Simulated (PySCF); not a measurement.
Compound: CH₆ClFSi₂.
Numbering: `[F:1][CH2:2][Si@H:3]([SiH3:4])[Cl:5]` (hydrogens: H6, H7 on C2; H8 on Si3; H9, H10, H11 on Si4)

Cartesian coordinates in Å at the GFN2-xTB level; atoms count from 1:
```xyz
11
CH6ClFSi2 angstrom
F     -1.2639   -1.9030   -0.2050
C     -1.5669   -0.6457    0.2811
Si    -0.3443    0.6531   -0.4511
Si     1.8526    0.0692    0.0229
Cl    -0.9217    2.3979    0.4275
H     -1.5022   -0.7167    1.3712
H     -2.6107   -0.4566    0.0141
H     -0.7081    0.7868   -1.8669
H      2.2040   -1.1902   -0.6328
H      2.0848   -0.0914    1.4628
H      2.7818    1.0994   -0.4497
```

Computed at PBE0/pcSseg-1 (PySCF, non-relativistic), with Q(35Cl) = −0.0817 b: Cl5, 35Cl (I = 3/2): χzz = -41.74 MHz, η = 0.047.

Question: Where would the pure quadrupole (NQR) lines of 35Cl at Cl5 fall for the rigid, isolated species?

Answer: From ν = (|χ|/2)√(1 + η²/3): ν = 20.88 MHz (silicon-bound chlorine). For 37Cl the ratio of quadrupole moments, 0.7881, gives 16.45 MHz.

Question: Apply the simplest Townes–Dailey estimate (no s hybridisation, no π bonding), ionic character = 1 − χzz/χ0, where χ0 is the coupling for one missing p electron along the bond: −109.74 MHz for 35Cl.

Answer: Cl5 on Si3: 1 − (-41.74)/(-109.74) = 0.62. In this model a purely covalent bond gives χ0 and a free halide ion gives zero; s hybridisation or π bonding, where present, is counted here as ionic character.

In a crystal, neighbours and librations shift these lines. GFN2-xTB bond lengths can be off by several hundredths of an ångström, more for odd bonds, and the gradients follow them. With a basis this small, the couplings can be 20 % off.

One conformer stands for the species.
